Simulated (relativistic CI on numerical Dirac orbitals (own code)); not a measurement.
Method of calculation: Dirac-Coulomb-Breit CI, separate exchange-only KLI orbitals for each configuration, QED by a radiative potential, valence Slater integrals scaled by 0.85, P86 correlation energy added to each configuration (own radial code, finite nucleus).

Configurations in the expansion (outside the closed core [Kr] 4d10): 5s²5p², 5s²5p6s, 5s5p³, 5s²5p6p, 5s²5p5d, 5s²5p7s, 5s²5p7p, 5s²5p6d, 5s²5p4f, 5s²5d², 5s²5p8s, 5s²5p8p, 5s²5p7d, 5s²5p5f, 5s²5p5g, 5s²5p8d, 5p⁴, 5s5p²5d. Levels of other configurations are missing.

For a near-neutral ion this model can misplace configurations by up to about 10,000 cm⁻¹ (more where the count of f electrons changes) and terms by 10 to 25 % of their spread. Rates follow the energies as ν³ (E1, M1) or ν⁵ (E2), so they and the lifetimes can be off by large factors. The fine structure of a lone outer electron comes out too small, for d and f at times inverted, and misplaced configurations move strength between like terms. 21 of the 31 excited levels that our extract of the measured tables holds in this range could be paired (the sources list more); they are missed by 2483 cm⁻¹ on average and 4642 at most, and levels without a partner can miss by more.

Outline of the computed level scheme of Sn I. Lowest level of each configuration: 5s²5p² ³P0 at 0.0000 eV; 5s5p³ ⁵S°2 at 4.3374 eV; 5s²5p6s ³P°0 at 4.6885 eV; 5s²5p6p ³D1 at 5.6008 eV; 5s²5p5d ³D°2 at 5.7398 eV; 5s²5p7s ³P°0 at 6.3691 eV; 5s²5p6d ³D°2 at 6.6443 eV; 5s²5p7p ³D1 at 6.7103 eV; 5s²5p8s ³P°0 at 6.9941 eV.

Some strong electric-dipole decays among the lowest 45 levels: 5s²5p6s ³P°0 → 5s²5p² ³P1 (2.7e+08 s⁻¹); 5s²5p6s ¹P°1 → 5s²5p² ¹D2 (2.4e+08 s⁻¹); 5s²5p6s ³P°2 → 5s²5p² ³P2 (2.1e+08 s⁻¹); 5s²5p6d ³D°3 → 5s²5p² ¹D2 (1.9e+08 s⁻¹); 5s²5p7s ³P°0 → 5s²5p² ³P1 (1.4e+08 s⁻¹); 5s²5p5d ³D°3 → 5s²5p² ³P2 (1.2e+08 s⁻¹); 5s²5p6s ³P°1 → 5s²5p² ³P2 (1.2e+08 s⁻¹); 5s²5p5d ³D°2 → 5s²5p² ³P1 (1.1e+08 s⁻¹).

Rates of lines that live on the mixing of spin multiplicities can be off by large factors.

LS names give the leading component of a level, which can be under half, so a name can repeat, a term be missing and a line seem to break the LS rules.
